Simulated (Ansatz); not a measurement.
A CCSD(T) single point on `C[S][Cu]`.

```yaml
crystal:
  periodic: [false, false, false]
  atoms:
    - {symbol: C, position_ang: [-0.361006, 0.349393, -0.319360]}
    - {symbol: S, position_ang: [0.131691, -1.355422, 0.081380]}
    - {symbol: Cu, position_ang: [1.727000, -1.126672, 1.456814]}
    - {symbol: H, position_ang: [-1.184077, 0.271414, -1.032478]}
    - {symbol: H, position_ang: [0.446792, 0.908780, -0.789865]}
    - {symbol: H, position_ang: [-0.718300, 0.888506, 0.557310]}
basis:
  gaussian: {orbitals: def2-SVP}
correlation: {method: ccsd_t, frozen_orbitals: {C: 1, Cu: 9, H: 0, S: 5}}
```

```sh
$ ansatz run in.yaml --threads 2 --pin off --events-out ev --progress --plain --max-ram 32768MiB --backend cpu
```

Log, shortened:

```
Functional definition: HF
811 factors; integrals over basis functions are off by at most 1.3e-3 eV
mean field evaluation 1: about -56478.6592 eV, gradient 4.8e1 eV
mean field evaluation 2: about -56478.7658 eV, gradient 4.8e1 eV
mean field evaluation 4: about -56482.5244 eV, gradient 2.7e0 eV
mean field evaluation 8: about -56482.6130 eV, gradient 1.9e-1 eV
mean field -56482.61380796 eV, -2075.6977721518 hartree, gradient 2.3e-6 eV, S^2 0.000000; 1 other end points of the search recorded, 0 dependent functions left out
15 core orbitals not correlated: weight in the atoms' cores, before any rotation towards them, 1.000 or more for the frozen orbitals, at most 0.000 for the correlated occupied ones
reference -56482.61380796 eV, -2075.6977721518 hartree; 12, 12 occupied and 51, 51 virtual orbitals, 811 factors
second order -15.80352199 eV of doubles, -0.00000000 eV of singles
cycle   1  -14.90948753 eV  change    8.9e-1 eV  update   1.4e-1
cycle   2  -15.50279221 eV  change   -5.9e-1 eV  update   6.4e-2
cycle   3  -15.63885517 eV  change   -1.4e-1 eV  update   3.2e-2
cycle   4  -15.64883923 eV  change   -1.0e-2 eV  update   1.8e-2
cycle   5  -15.63459415 eV  change    1.4e-2 eV  update   1.4e-2
cycle   6  -15.63861358 eV  change   -4.0e-3 eV  update   6.8e-3
cycle   7  -15.64092340 eV  change   -2.3e-3 eV  update   3.4e-3
cycle   8  -15.64081328 eV  change    1.1e-4 eV  update   1.7e-3
cycle   9  -15.64153134 eV  change   -7.2e-4 eV  update   6.9e-4
cycle  10  -15.64210176 eV  change   -5.7e-4 eV  update   2.6e-4
cycle  11  -15.64180911 eV  change    2.9e-4 eV  update   1.2e-4
cycle  12  -15.64178890 eV  change    2.0e-5 eV  update   5.5e-5
cycle  13  -15.64184476 eV  change   -5.6e-5 eV  update   2.6e-5
cycle  14  -15.64182342 eV  change    2.1e-5 eV  update   1.6e-5
perturbative correction -0.59426001 eV, -0.0218386525 hartree
Total energy: -56498.84989139 eV, -2076.2944372125 hartree
```

Run time 14 s (2 threads of a server CPU on a shared host); peak host memory 0.38 GiB.

The correlation energy is -16.236 eV, 3.7 % of it from (T); the T1 diagnostic reads 0.0283.
